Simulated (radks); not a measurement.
Results of a calculation; reference values are marked as such.
Q: Mean orbital radii <r> (bohr) of neutral molybdenum, [Kr] 4d5 5s1, of relativity; Dirac values are averaged over j with weights 2j + 1. Spin-unpolarised spherical Kohn-Sham, PBE, point nucleus unless stated (finite: rms radius 4.4091 fm), a radial shooting solver on a logarithmic mesh with Libxc functionals. A level marked "c x" has the speed of light scaled by that factor and shares open shells by 2j + 1; other Dirac levels either fill j = l - 1/2 first or share by 2j + 1.

shell       non-rel.
1s           0.03630
2s            0.1587
2p            0.1360
3s            0.4407
3p            0.4357
3d            0.4145
4s             1.136
4p             1.249
4d             1.965
5s             3.729
5p (empty)     5.475

Give the values at the level "Dirac, 2j+1 shares, finite nucleus".

A: 
shell       Dirac, 2j+1 shares, finite nucleus  change of magnitude (%)
1s                                     0.03517                    -3.13
2s                                      0.1534                    -3.35
2p                                      0.1338                    -1.64
3s                                      0.4287                    -2.74
3p                                      0.4304                    -1.23
3d                                      0.4153                    +0.20
4s                                       1.108                    -2.50
4p                                       1.238                    -0.93
4d                                       2.000                    +1.77
5s                                       3.596                    -3.59
5p (empty)                               5.386                    -1.62
